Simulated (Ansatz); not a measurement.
[CrO3Br]- (CrBrO3⁻). Total charge -1; singlet. Geometry PBE-D4/def2-SVPD.

```xyz
5

Cr   -0.081    0.113    0.131
O     0.399   -0.400    1.574
O     0.415    1.613   -0.150
O    -1.672   -0.017   -0.035
Br    0.939   -1.309   -1.519
```

The restricted singlet is unstable towards broken spin symmetry in Hartree–Fock (as tested in another run); at HF/STO-3G this wasn't settled. The restricted singlet is unstable towards broken spin symmetry at other levels; at r2SCAN-D4/def2-TZVPD, r2SCANh-D4/def2-TZVPD, PBE0-D4/def2-TZVPD, BHLYP-D4/def2-TZVPD this wasn't settled.

(1) Estimate the orbital energies around the gap (eV) in Ansatz with HF/STO-3G, r2SCAN-D4/def2-TZVPD, r2SCANh-D4/def2-TZVPD, PBE0-D4/def2-TZVPD, BHLYP-D4/def2-TZVPD.

Results:

(1) 
```
orbital  HF/STO-3G  r2SCAN-D4/def2-TZVPD  r2SCANh-D4/def2-TZVPD  PBE0-D4/def2-TZVPD  BHLYP-D4/def2-TZVPD
 HOMO−9      -5.49                 -5.16                  -5.83               -6.55                -8.25
 HOMO−8      -4.43                 -5.14                  -5.81               -6.54                -8.18
 HOMO−7      -4.43                 -5.14                  -5.81               -6.54                -8.18
 HOMO−6      -4.32                 -4.46                  -4.95               -5.45                -6.65
 HOMO−5      -3.67                 -3.79                  -4.36               -4.98                -6.37
 HOMO−4      -3.67                 -3.45                  -4.03               -4.66                -6.19
 HOMO−3      -3.04                 -3.45                  -4.03               -4.66                -6.19
 HOMO−2      -2.21                 -2.69                  -3.19               -3.70                -5.28
 HOMO−1      -2.21                 -2.69                  -3.19               -3.70                -4.90
   HOMO      -1.76                 -2.36                  -2.98               -3.64                -4.90
   LUMO      12.39                  0.88                   1.19                1.71                 2.60
 LUMO+1      12.39                  0.88                   1.19                1.71                 2.60
 LUMO+2      12.52                  1.21                   1.49                1.94                 2.66
 LUMO+3      14.39                  3.11                   3.39                3.42                 3.66
 LUMO+4      14.39                  3.11                   3.39                3.69                 4.07
 LUMO+5      19.84                  3.56                   3.63                3.69                 4.07
```
